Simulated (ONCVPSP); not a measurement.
**cadmium: excitation energies, all-electron against ONCV**

* Element: cadmium
* Generator: ONCVPSP 4.0.1
* Type: optimised norm-conserving Vanderbilt (ONCV)
* Functional: BLYP
* Relativity: scalar-relativistic
* Frozen core: [Ar] 3d10
* Valence charge: 20
* Reference configuration: 4s2 4p6 4d10 5s2
* Partial waves: 4s+5s: rc 1.35 bohr, ncon 5, nbas 9, qcut 9.7 1/bohr, 2 projectors; 4p: rc 1.15 bohr, ncon 4, nbas 9, qcut 9.8 1/bohr, 2 projectors, debl 1.9 Ha; 4d: rc 1.70 bohr, ncon 4, nbas 8, qcut 9.7 1/bohr, 2 projectors, debl 1.7 Ha
* Local potential: polynomial inside 0.90 bohr (lpopt 5, dvloc0 0 Ha)
* Core correction: polynomial model core, fcfact 0.3

In the p channel the program set the typed energies aside and used -2.454, 0.250 Ha.

Energies are relative to the spin-unpolarised reference configuration 4s2 4p6 4d10 5s2; without spin polarisation the order of configurations can differ from experiment.

| valence configuration | charge | ΔE all-electron (eV) | error AE − PS (meV) |
| --- | --- | --- | --- |
| 4s2 4p6 4d10 5s1 | +1 | 9.319 | -1.5 |
| 4s2 4p6 4d9 5s2 | +1 | 17.799 | +1.1 |

Task: What are ΔE and the potential's error for 4s2 4p6 4d10 5s0?

Result: ΔE = 26.615 eV all-electron; the error (AE − PS) is -4.5 meV.

Task: What are ΔE and the potential's error for 4s2 4p6 4d9 5s0?

Result: ΔE = 64.513 eV all-electron; the error (AE − PS) is -9.5 meV.

Levels in the configuration 4s2 4p6 4d10 5s1:

| level | all-electron (eV) | pseudo (eV) |
| --- | --- | --- |
| 4s | -114.619 | -114.626 |
| 4p | -75.667 | -75.672 |
| 4d | -20.377 | -20.379 |
| 5s | -13.164 | -13.164 |
